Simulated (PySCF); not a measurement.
## Fractional electron number in Ru⁺ (ruthenium, charge +1)

The 4d beta orbital of [Kr] 4d7 is emptied in steps (occupation f), with all orbitals relaxed, ending at [Kr] 4d6. All numbers are calculated (PySCF 2.14, the spin-free X2C one-electron Hamiltonian (Gaussian nucleus), in x2c-TZVPall (8s6p6d1f, 63 functions)). The exact energy is a straight line in f; departures are measured from the line between the end points of the same method.

Problem. Among PBE0, r2SCAN, LC-wPBE, which shows the largest delocalisation error (convex curve), and which is closest to linear?

Solution. Most convex: r2SCAN (-1.254 eV at f = 0.5); closest to linear: LC-wPBE (-0.191 eV).

| f | PBE0 (eV) | r2SCAN (eV) | LC-wPBE (eV) |
| --- | --- | --- | --- |
| 1 | 0.000 | 0.000 | 0.000 |
| 0.9 | -0.324 | -0.448 | -0.066 |
| 0.7 | -0.762 | -1.051 | -0.158 |
| 0.5 | -0.912 | -1.254 | -0.191 |
| 0.3 | -0.769 | -1.054 | -0.162 |
| 0.1 | -0.330 | -0.451 | -0.071 |
| 0 | 0.000 | 0.000 | 0.000 |

```csv
method,E(f=0) − E(f=1) (eV),−ε at f=1 (eV),−ε at f=0.5 (eV)
PBE0,16.780,13.190,16.759
r2SCAN,16.802,11.832,16.792
LC-wPBE,16.689,15.965,16.673
```

Reference removal energy between the ground levels: 16.76 ± 0.06 eV (semi-empirical (NIST evaluation); NIST Atomic Spectra Database, ionization energies). The calculation has no spin-orbit coupling. The determinant left behind need not be the lowest term of the ion.
